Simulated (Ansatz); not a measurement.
C$_{3}$H$_{5}$FGe, SMILES `FC1=[CH][GeH2][CH2]1`, relaxed with RKS PBE0-D4/def2-TZVP in Ansatz 0.2.0 from a PBE-D4/def2-SVP geometry. The force threshold is 0.005 eV/Å; the program also tests the step.

Charge 0, multiplicity 1.

Start:

```xyz
10

F     0.623    1.026   -2.125
C     0.170    0.513   -0.968
C    -1.065    0.684   -0.432
Ge   -0.555   -0.430    1.087
C     1.059   -0.355   -0.113
H    -1.907    1.262   -0.836
H    -1.239   -1.815    1.225
H    -0.411    0.261    2.468
H     1.370   -1.306   -0.592
H     1.956    0.161    0.287
```

Q: How much energy does the relaxation release, and in how many steps? (Estimate.)

A: The calculation gave: 4.20 kJ/mol, in 4 steps.

Q: Which bonds change most? (Best estimate.)

A: The calculation gave: C2–C3 from 1.357 to 1.335 Å; Ge4–C5 from 2.013 to 1.993 Å; C5–H10 from 1.109 to 1.091 Å.

Q: Give the relaxed structure. (An estimate is asked.)

A: Computed: 
```xyz
10

F     0.615    1.016   -2.104
C     0.164    0.507   -0.954
C    -1.052    0.678   -0.431
Ge   -0.546   -0.428    1.078
C     1.051   -0.353   -0.111
H    -1.878    1.248   -0.832
H    -1.229   -1.797    1.217
H    -0.410    0.256    2.447
H     1.354   -1.287   -0.589
H     1.932    0.161    0.279
```
